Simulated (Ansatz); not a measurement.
Basis-set extrapolation for C₃H₆AlBO (PBE0-D4/def2-TZVP geometry, frozen core, the Gaussian-basis code of Ansatz). Multiplicity 1, RHF reference.

|  | def2-TZVPP | def2-QZVPP |
| --- | --- | --- |
| HF | -458.609610 | -458.626757 |
| MP2 correlation | -0.902277 | -0.963469 |
| CCSD(T) correlation | -0.980024 | not run |

Energies in hartree. Use E(X) = E(∞) + A·exp(−7.88·√X) for Hartree–Fock and E(X) = E(∞) + B·X^(−2.97) for correlation, with X = 3 and 4, and add CCSD(T) minus MP2 of the smaller set to the MP2 limit.

Problem. What is the CCSD(T) energy at the basis-set limit?

Solution. HF limit: -458.626757 + (-0.017147) × 0.13774 = -458.62912. MP2 limit: -0.963469 + (-0.061192) × 0.74074 = -1.00880. Higher-order term: -0.980024 − (-0.902277) = -0.07775. Total: -459.71567 hartree, 330.9 kJ/mol below CCSD(T)/def2-TZVPP.
